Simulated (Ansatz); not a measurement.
**What each rung costs, and what it gives**

Saddle point of BSiH5OF2, singlet (BHOF₂ ([OH][B]([F])[F]) + SiH₄ → BSiH₃F₂ ([F][B]([F])[SiH3]) + H₂O; bonds formed: B1–Si6, O2–H5; bonds broken: B1–O2, H5–Si6), PBE0-D4/def2-TZVP structure:

```xyz
10
angstrom
B -0.1657 0.2474 -0.9649
O 1.1170 1.1061 -0.8752
F -0.0434 -0.7315 -1.8693
F -1.2667 1.0270 -1.0164
H 0.8260 0.4863 0.1151
Si -0.2293 -0.8235 1.0548
H 0.8733 2.0360 -0.7667
H 0.7912 -1.8829 1.2674
H -0.3605 -0.0139 2.2983
H -1.5419 -1.4512 0.7568
```

Barriers are electronic and count from the start structure reached by relaxing down the imaginary mode.

Computed with Ansatz 0.2.0 (basis: as named in each row); correlated methods freeze the cores. B3LYP uses VWN-RPA correlation. Extrapolation: Hartree–Fock as exp(−7.88 √X), correlation as X^−2.97.

Times are rough, for one single point on 4 threads of a shared host (Intel Xeon 6975P-C).

The estimate by CCSD(T) at an estimated basis limit (MP2 extrapolated from triple and quadruple zeta, plus CCSD(T) − MP2 in triple zeta) is 2.667 eV.

| method | basis | time (s) | barrier (eV) | method less estimate |
| --- | --- | --- | --- | --- |
| HF | STO-3G | under 1 | 4.156 | 1.489 |
| PBE-D4 | STO-3G | under 1 | 2.417 | -0.250 |
| SPW92 | def2-SVP | under 1 | 1.672 | -0.995 |
| B3LYP-D4 | 6-31G | under 1 | 2.519 | -0.148 |
| PBE-D4 | def2-SVP | under 1 | 2.059 | -0.608 |
| PBE0-D4 | def2-SVP | under 1 | 2.335 | -0.332 |
| SPW92 | def2-TZVPP | under 1 | 1.754 | -0.913 |
| PBE-D4 | def2-TZVPP | under 1 | 2.116 | -0.551 |
| BLYP-D4 | def2-TZVPP | under 1 | 2.472 | -0.195 |
| BHLYP-D4 | def2-TZVPP | 1 | 2.927 | 0.260 |
| B3LYP-D4 | def2-TZVPP | 1 | 2.636 | -0.031 |
| PBE0-D4 | def2-TZVPP | 1 | 2.360 | -0.308 |
| wB97M-V | def2-SVP | 2 | 2.539 | -0.128 |
| r2SCAN-D4 | def2-TZVPP | 2 | 2.356 | -0.311 |
| CAM-B3LYP-D4 | def2-TZVPP | 2 | 2.688 | 0.021 |
| r2SCAN0-D4 | def2-TZVPP | 2 | 2.521 | -0.147 |
| CCSD(T) | def2-SVP | 2 | 2.874 | 0.207 |
| B2PLYP | def2-TZVPP | 2 | 2.710 | 0.043 |
| PBE-QIDH | def2-TZVPP | 2 | 2.571 | -0.097 |
| RPA on PBE | def2-TZVPP | 2 | 2.671 | 0.004 |
| wB97X-V | def2-TZVPP | 3 | 2.596 | -0.072 |
| B97M-V | def2-TZVPP | 3 | 2.549 | -0.118 |
| wB97M-V | def2-TZVPP | 3 | 2.605 | -0.062 |
| MP2 | def2-QZVPP | 10 | 2.644 | -0.023 |
| CCSD(T) | def2-TZVPP | 32 | 2.686 | 0.019 |

All methods are single points on the PBE0-D4 structures.

T1 diagnostic: at most 0.013.

Labels in which every atom is bracketed show which atoms are joined, not bond orders.
